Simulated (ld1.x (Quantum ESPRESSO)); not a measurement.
**What one change does to a pseudopotential (Re, TM)**

| Item | Value |
| --- | --- |
| Element | rhenium (Re) |
| Generator | ld1.x (Quantum ESPRESSO) 7.5 |
| Type | norm-conserving Troullier–Martins (Kleinman–Bylander form) |
| Functional | PBEsol |
| Relativity | scalar-relativistic |
| Frozen core | [Xe] 4f14 |
| Valence charge | 7 |
| Reference configuration | 5d5 6s1.5 6p0 (charge +0.5) |
| Partial waves | 6s (bound): rc 2.10 bohr; 5d (bound): rc 1.85 bohr; 6p (bound, empty): rc 3.25 bohr |
| Local potential | the p channel |
| Core correction | none |

All-electron outer shells of the reference configuration (PBEsol, scalar-relativistic, ld1.x):

```tsv
shell	level (eV)	outermost node (bohr)	outermost maximum (bohr)
4f	-46.09	–	0.41
6s	-9.27	1.24	2.51
5d	-9.07	0.62	1.41
6p	-3.99	1.48	3.39
```

Change: core correction a·sin(br)/r model core inside 2.04 bohr.

Cutoffs: the cutoffs (Ry, on a coarse ladder) from which the occupation-weighted sum of valence levels, in a spherical-Bessel basis at the reference potential, stays within 10 and 1 mRy of its value at 400 Ry; they do not see the model core or the augmentation charge, which bear on the density cutoff. Errors are all-electron minus pseudo energies relative to the spin-unpolarised reference configuration.

How do hardness, ghosts and transferability respond?

The potential gets neither clearly harder nor softer (35 Ry and 40 Ry → 35 Ry and 40 Ry); of the 7 tests that both files solve, the error grows in 6 and shrinks in 1 by more than 15 % and 0.3 meV (median size 12.5 → 20.4 meV); neither file shows a bound ghost. A model core, the more so a compact one, raises the density cutoff, which this test does not measure.

| quantity | base | changed |
| --- | --- | --- |
| cutoff, loose | 35 Ry | 35 Ry |
| cutoff, tight | 40 Ry | 40 Ry |
| bound ghosts | none | none |
| error for 5d5 6s2 6p0, meV [ΔE -3.80 eV] | +0.6 | +0.1 |
| error for 5d5 6s1 6p0, meV [ΔE 5.49 eV] | -3.0 | -4.3 |
| error for 5d5 6s0 6p0, meV [ΔE 21.83 eV] | -14 | -46 |
| error for 5d6 6s1 6p0, meV [ΔE -2.85 eV] | -47 | -57 |
| error for 5d3 6s0 6p0, meV [ΔE 88.38 eV] | -502 | -907 |
| error for 5d5 6s0 6p2, meV [ΔE 6.16 eV] | -11 | -20 |
| error for 5d5.5 6s1.5 6p0, meV [ΔE -3.42 eV] | -13 | -15 |
| s: phases at 3.54 bohr within 0.05 rad from the reference energy up to (Ry; the scan ends near 5) | 0.8 | 0.8 |
| p: phases at 3.54 bohr within 0.05 rad from the reference energy up to (Ry; the scan ends near 5) | 1.7 | 1.7 |
| d: phases at 3.54 bohr within 0.05 rad from the reference energy up to (Ry; the scan ends near 5) | 0.2 | 0.2 |
